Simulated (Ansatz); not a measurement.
Consider the redistribution: `C[BH][GeH2][F]` + `[CH3][AlH][SiH2]C` → `C[BH][AlH][SiH2]C` + `[CH3][GeH2][F]`.

Isolated molecules relaxed with PBE0-D4/def2-TZVP in Ansatz; ΔE leaves out vibrations. CBS: MP2 limit from def2 TZ/QZ plus the TZ coupled-cluster correction, frozen cores. DFT in def2-TZVPP. B3LYP here is the variant with VWN-RPA as its local correlation; programs differ in this. For Ge outer-core shells are correlated without core-valence functions, which leaves a few kJ/mol of doubt a bond. Scalar relativity is left out up to krypton. Each species was taken in one conformer, which may not be the lowest.

| level | ΔE (kcal/mol) |
| --- | --- |
| ωB97X-V | 6.2 |
| PBE0 | 5.9 |
| B3LYP | 6.8 |
| MP2/def2-QZVPP | 6.7 |

(1) What does CCSD(T)/CBS give? (Best estimate.)

Largest T1 diagnostic among the species: 0.012.

Answers

(1) Ansatz gave: +6.2 kcal/mol. The listed levels differ from it by 0.0, -0.3, 0.6, 0.5 kcal/mol.
